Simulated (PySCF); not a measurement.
C2H6N, SMILES C=[NH+]C, charge +1. Atoms are numbered in the order given.

```xyz
9

C     -0.2322    -1.2380     0.0000
N      0.4102    -0.1306     0.0000
C     -0.1693     1.2142     0.0000
H     -1.3247    -1.2271     0.0000
H      0.3183    -2.1811     0.0000
H      1.4374    -0.1720     0.0000
H      0.1842     1.7466     0.8939
H     -1.2617     1.1438     0.0000
H      0.1842     1.7466    -0.8939
```
Charge +1, spin multiplicity 1.

Coordinates come from a PBE-D3(BJ)/def2-TZVP optimisation. The isomer is the one that the SMILES or the coordinates give; other isomers of the formula were not compared.

Level of theory: M06-2X/def2-TZVPD run with PySCF.

Mulliken values depend strongly on the basis, most of all with diffuse functions as here. ESP charges are fitted to the potential on shells at 1.4 to 2.0 van der Waals radii. Atomic charges (e):

| atom | Mulliken | ESP fit |
|---|---|---|
| C1 | 0.05 | -0.02 |
| N2 | -0.13 | -0.05 |
| C3 | -0.58 | -0.32 |
| H4 | 0.21 | 0.24 |
| H5 | 0.24 | 0.22 |
| H6 | 0.35 | 0.34 |
| H7 | 0.29 | 0.20 |
| H8 | 0.27 | 0.19 |
| H9 | 0.29 | 0.20 |
